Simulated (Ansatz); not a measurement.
Compare A (`OCCC[SiH3]`) with its isomer B (`CCC[SiH2]O`).

Gas-phase electronic energies from Ansatz, PBE0-D4/def2-TZVP geometries. CCSD(T)/CBS is the MP2 limit (def2-TZVPP, def2-QZVPP) plus CCSD(T) − MP2 in def2-TZVPP, frozen cores. DFT in def2-TZVPP. B3LYP here is the variant with VWN-RPA as its local correlation; programs differ in this. One conformer a species, not always the lowest.

A:

```xyz
15

O     0.173   -1.876   -1.032
C     0.402   -0.522   -1.372
C     1.121    0.143   -0.220
C     0.351    0.087    1.098
Si   -1.327    0.931    1.097
H    -0.349   -2.284   -1.726
H    -0.550   -0.006   -1.569
H     1.015   -0.444   -2.280
H     1.318    1.183   -0.502
H     2.096   -0.341   -0.097
H     0.203   -0.956    1.394
H     0.944    0.552    1.892
H    -2.320    0.224    0.243
H    -1.870    0.980    2.482
H    -1.206    2.329    0.591
```

B:

Z-matrix (Å, degrees):
```
C
C 1 1.520
H 1 1.094 2 111.0
H 1 1.094 2 112.0 3 -119.5
H 1 1.092 2 111.3 3 120.0
C 2 1.529 1 113.7 3 58.1
H 2 1.095 1 109.0 3 -64.2
H 2 1.096 1 109.6 3 -179.3
Si 6 1.872 2 115.7 1 64.2
H 6 1.096 2 109.8 1 -174.8
H 6 1.098 2 110.2 1 -58.4
O 9 1.653 6 111.8 2 52.2
H 9 1.484 6 109.6 2 169.0
H 9 1.492 6 110.8 2 -70.7
H 12 0.957 9 117.7 6 -78.2
```

(1) Which isomer does CCSD(T)/CBS put lower? Give the gap. (Estimate.)

(2) Give E(B) − E(A) in kcal/mol with PBE-D4, PBE0-D4, CCSD/def2-TZVPP, HF/def2-TZVPP, MP2/def2-TZVPP, B3LYP-D4, B2PLYP. (An estimate is asked.)

Largest T1 diagnostic: 0.010.

Answers

(1) The calculation gave: B, by 41.6 kcal/mol.

(2) Ansatz gave: PBE-D4 -38.6, PBE0-D4 -39.6, CCSD/def2-TZVPP -41.1, HF/def2-TZVPP -41.8, MP2/def2-TZVPP -42.8, B3LYP-D4 -40.7, B2PLYP -41.6. None reverses the order clearly.

From PBE to PBE0 (25 % exact exchange), in def2-TZVPP and without D4, E(B) − E(A) moves by −1.0 kcal/mol.
